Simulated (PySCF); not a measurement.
A structure optimised at B3LYP-D3(BJ)/def2-TZVP, used in a PySCF frequency run:

```
C
C 1 1.2993
F 1 1.3620 2 122.94
H 2 1.0735 1 143.69 3 0.00
H 1 1.0829 2 125.50 4 180.00
```
Charge 0, spin multiplicity 2.

Q: Write its SMILES, formula and point group.

A: [CH]=CF, C2H2F, Cs

Q: What are its rotational constants (standard atomic weights)?

A: 70.157, 11.438, 9.8346 GHz
